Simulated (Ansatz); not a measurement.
C8H6N2S, SMILES c1ccc(-c2nccs2)nc1. Atoms are numbered in the order given.

```xyz
17

C     -3.3919     0.3830     0.3417
C     -2.8589    -0.5634    -0.5290
C     -1.4778    -0.6783    -0.6283
C     -0.6707     0.1637     0.1520
C      0.7999     0.0858     0.0869
N      1.6162     0.8190     0.7859
C      2.9123     0.5226     0.5128
C      3.1164    -0.4623    -0.4189
S      1.6066    -1.0444    -0.9795
N     -1.1841     1.0702     0.9861
C     -2.5026     1.1718     1.0740
H     -4.4703     0.5107     0.4545
H     -3.5102    -1.2067    -1.1253
H     -1.0312    -1.4131    -1.3026
H      3.7112     1.0603     1.0270
H      4.0569    -0.8629    -0.7930
H     -2.8840     1.9282     1.7702
```
Charge 0, spin multiplicity 1.

Coordinates come from a PBE0-D3(BJ)/def2-SVP optimisation. Other conformers were not sampled.

Two levels are set side by side: PBE-D3(BJ)/def2-SVP (Ansatz, a program for electronic structure) and PBE0-D3(BJ)/def2-SVP (Ansatz). Each level has its own optimised geometry; the coordinates shown are those of the second. Differences are taken from unrounded values.

```csv
quantity,PBE0-D3(BJ)
mean bond length (Å),1.320
bond C1–C2 (Å),1.392
bond C1–C11 (Å),1.396
bond C2–C3 (Å),1.389
bond C3–C4 (Å),1.403
bond C4–C5 (Å),1.474
bond C4–N10 (Å),1.335
bond C5–N6 (Å),1.301
bond C5–S9 (Å),1.751
bond N6–C7 (Å),1.357
bond C7–C8 (Å),1.371
bond C8–S9 (Å),1.713
bond N10–C11 (Å),1.325
bond C1–H12 (Å),1.092
bond C2–H13 (Å),1.092
bond C3–H14 (Å),1.093
bond C7–H15 (Å),1.092
```

Question: What does PBE-D3(BJ) give, and how far is it from PBE0-D3(BJ)? (An estimate is asked for; the answer gives what the named calculation found.)

Answer: 
| quantity | PBE-D3(BJ) | PBE-D3(BJ) minus PBE0-D3(BJ) |
|---|---|---|
| mean bond length (Å) | 1.331 | 0.011 |
| bond C1–C2 (Å) | 1.402 | 0.010 |
| bond C1–C11 (Å) | 1.406 | 0.010 |
| bond C2–C3 (Å) | 1.398 | 0.009 |
| bond C3–C4 (Å) | 1.415 | 0.012 |
| bond C4–C5 (Å) | 1.477 | 0.003 |
| bond C4–N10 (Å) | 1.349 | 0.015 |
| bond C5–N6 (Å) | 1.314 | 0.013 |
| bond C5–S9 (Å) | 1.778 | 0.027 |
| bond N6–C7 (Å) | 1.364 | 0.007 |
| bond C7–C8 (Å) | 1.384 | 0.013 |
| bond C8–S9 (Å) | 1.725 | 0.013 |
| bond N10–C11 (Å) | 1.337 | 0.012 |
| bond C1–H12 (Å) | 1.100 | 0.008 |
| bond C2–H13 (Å) | 1.101 | 0.008 |
| bond C3–H14 (Å) | 1.101 | 0.008 |
| bond C7–H15 (Å) | 1.100 | 0.008 |

GGA bonds tend to be longer and softer than those of functionals with exact exchange. Differences between two approximate levels are no errors against the true value.
